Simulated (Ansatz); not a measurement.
```yaml
crystal:
  periodic: [false, false, false]
  atoms:
    - {symbol: In, position_ang: [-0.000250, -0.000343, 0.000461]}
    - {symbol: O, position_ang: [0.017993, 0.380525, 2.183701]}
    - {symbol: H, position_ang: [-0.695923, 0.233482, 2.847703]}
    - {symbol: H, position_ang: [0.860736, 0.432529, 2.694091]}
    - {symbol: O, position_ang: [-0.066967, -0.332006, -2.189790]}
    - {symbol: H, position_ang: [0.071995, -1.225751, -2.583899]}
    - {symbol: H, position_ang: [0.075243, 0.314660, -2.920438]}
    - {symbol: O, position_ang: [2.197397, 0.264040, 0.113527]}
    - {symbol: H, position_ang: [2.624055, 1.137789, -0.053700]}
    - {symbol: H, position_ang: [2.910352, -0.410844, 0.021568]}
    - {symbol: O, position_ang: [-2.194117, -0.309569, -0.059705]}
    - {symbol: H, position_ang: [-2.869866, -0.110360, 0.630139]}
    - {symbol: H, position_ang: [-2.685171, -0.378204, -0.912688]}
    - {symbol: O, position_ang: [-0.083782, 2.204286, -0.209084]}
    - {symbol: H, position_ang: [-0.199653, 2.795647, 0.572105]}
    - {symbol: H, position_ang: [-0.319180, 2.744977, -0.999330]}
    - {symbol: O, position_ang: [0.129985, -2.206877, 0.159896]}
    - {symbol: H, position_ang: [-0.672406, -2.765858, 0.290701]}
    - {symbol: H, position_ang: [0.899561, -2.768133, 0.414731]}
basis:
  gaussian: {orbitals: def2-SVP}
total_charge: 3
hamiltonian: {xc: {name: wB97X-V}}
output: {forces: true}
```

```sh
$ ansatz run in.yaml --threads 4 --pin off --events-out ev --progress --plain --max-ram 8704MiB
```

Shortened log:

```
Functional definition: wB97X-V
1734 factors; integrals over basis functions are off by at most 1.5e-3 eV
456 factors; integrals over basis functions are off by at most 7.3e-6 eV
mean field evaluation 1: about -17573.5134 eV, gradient 1.5e2 eV
mean field evaluation 2: about -17575.0540 eV, gradient 1.5e2 eV
mean field evaluation 4: about -17609.8667 eV, gradient 9.4e-1 eV
mean field evaluation 8: about -17610.0998 eV, gradient 2.0e-2 eV
mean field evaluation 16: about -17610.0998 eV, gradient 4.8e-5 eV
mean field -17610.09984680 eV, -647.1592328154 hartree, gradient 4.8e-5 eV, S^2 0.000000; 0 other end points of the search recorded, 0 dependent functions left out
reference -17610.09984391 eV, -647.1592327092 hartree; 39, 39 occupied and 131, 131 virtual orbitals, 1734 factors
Total energy: -17610.09984391 eV, -647.1592327092 hartree
Atom 0 at    -0.000250    -0.000343     0.000461 Å, force    -0.000990     0.000592     0.000017 eV/Å
Atom 1 at     0.017993     0.380525     2.183701 Å, force     0.041979    -0.148583     0.165211 eV/Å
Atom 2 at    -0.695923     0.233482     2.847703 Å, force     0.280011     0.082786    -0.233910 eV/Å
Atom 3 at     0.860736     0.432529     2.694091 Å, force    -0.326030     0.006989    -0.171017 eV/Å
Atom 4 at    -0.066967    -0.332006    -2.189790 Å, force     0.177925    -0.036580    -0.138832 eV/Å
Atom 5 at     0.071995    -1.225751    -2.583899 Å, force    -0.076626     0.338525     0.122978 eV/Å
Atom 6 at     0.075243     0.314660    -2.920438 Å, force    -0.077606    -0.260797     0.257410 eV/Å
Atom 7 at     2.197397     0.264040     0.113527 Å, force     0.145112     0.024346    -0.175134 eV/Å
Atom 8 at     2.624055     1.137789    -0.053700 Å, force    -0.136182    -0.330762     0.087969 eV/Å
Atom 9 at     2.910352    -0.410844     0.021568 Å, force    -0.250913     0.271659     0.058429 eV/Å
Atom 10 at    -2.194117    -0.309569    -0.059705 Å, force    -0.158798     0.153602    -0.051546 eV/Å
Atom 11 at    -2.869866    -0.110360     0.630139 Å, force     0.237486    -0.102840    -0.270297 eV/Å
Atom 12 at    -2.685171    -0.378204    -0.912688 Å, force     0.162538     0.000237     0.330200 eV/Å
Atom 13 at    -0.083782     2.204286    -0.209084 Å, force    -0.184942     0.132709     0.015865 eV/Å
Atom 14 at    -0.199653     2.795647     0.572105 Å, force     0.065606    -0.196906    -0.303984 eV/Å
Atom 15 at    -0.319180     2.744977    -0.999330 Å, force     0.112260    -0.181067     0.308093 eV/Å
Atom 16 at     0.129985    -2.206877     0.159896 Å, force    -0.020705    -0.125825     0.187289 eV/Å
Atom 17 at    -0.672406    -2.765858     0.290701 Å, force     0.310982     0.183923    -0.070761 eV/Å
Atom 18 at     0.899561    -2.768133     0.414731 Å, force    -0.301107     0.187991    -0.117979 eV/Å
Dipole moment:    -0.000626    -0.000495     0.001603 e Å
```

It took 6.5 s on 4 threads of Intel Xeon 6975P-C on a shared host, peak host memory 0.75 GiB.

In the def2 sets In takes a core potential; there is no spin–orbit coupling.

The dipole of an ion depends on the origin.
